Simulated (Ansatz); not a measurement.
The same path of a periodic cell of 17 atoms, CuSi$_{16}$ (host Si, host structure diamond, interstitial Cu), cell charge +1 was run twice with different band settings. Lost on the way: Si1–Cu17, Si4–Cu17, Si7–Cu17. Made: Si13–Cu17.

The calculation used Ansatz, DFT PBE, scalar-relativistic, plane waves, PAW. Settings: PAW set soft_1, cutoff 420 eV, k mesh 2x2x2, fermi-dirac smearing 0.02 eV, no spin polarisation.

Relaxed end points:

```xyz
17
Lattice="0.0000 5.4300 5.4300 5.4300 0.0000 5.4300 5.4300 5.4300 0.0000" Properties=species:S:1:pos:R:3
Si -0.034 0.036 -0.055
Si 1.407 1.411 1.280
Si 2.900 2.533 -0.098
Si 4.022 4.026 1.280
Si 2.763 0.000 2.751
Si 3.995 1.438 4.112
Si 5.433 2.670 2.751
Si 6.901 3.962 4.155
Si 0.052 2.746 2.651
Si 1.334 4.099 4.062
Si 2.687 5.381 2.651
Si 4.208 6.654 3.914
Si 2.660 2.773 5.472
Si 4.072 4.100 6.778
Si 5.503 5.360 5.425
Si 6.763 6.791 6.778
Cu 5.768 5.094 2.433
```

```xyz
17
Lattice="0.0000 5.4300 5.4300 5.4300 0.0000 5.4300 5.4300 5.4300 0.0000" Properties=species:S:1:pos:R:3
Si 0.025 0.025 -0.006
Si 1.393 1.391 1.305
Si 2.795 2.796 0.050
Si 4.131 4.132 1.408
Si 2.770 -0.053 2.639
Si 4.101 1.305 4.012
Si 5.455 2.717 2.714
Si 6.790 4.024 4.112
Si -0.052 2.768 2.642
Si 1.306 4.100 4.013
Si 2.716 5.456 2.715
Si 4.024 6.790 4.113
Si 2.578 2.578 5.276
Si 3.894 3.890 6.685
Si 5.322 5.324 5.515
Si 6.718 6.718 6.791
Cu 6.449 6.445 3.783
```

Common settings: optimiser quadratic models (default); end points relaxed.

| run | movable images | climbing image | spring | start path | force threshold | iteration limit |
| --- | --- | --- | --- | --- | --- | --- |
| 1 | 5 | yes | 2.0 eV/Å² | IDPP | 0.03 eV/Å | 38 |
| 2 | 4 | no | 5.0 eV/Å² | default | 0.05 eV/Å | 50 |

Task: What does each run give, and how far can it be trusted?

Result: Run 1: converged after 7 iterations, highest image 0.047 eV above the first end. By the program's own check the climbing image is of a kind that is not told: the force calls were inconclusive, a negative curvature could not be distinguished from the path's own, the only one lies far off the path, or fixed occupations may fill a level only in part (lowest curvatures found: -0.55 and 0.81 eV/Å²).
Run 2: converged after 8 iterations, highest image 0.042 eV above the first end. No image climbed, so the highest image needn't sit at the top of the path.
Limits of this set-up: charged cell in a uniform background, uncorrected.
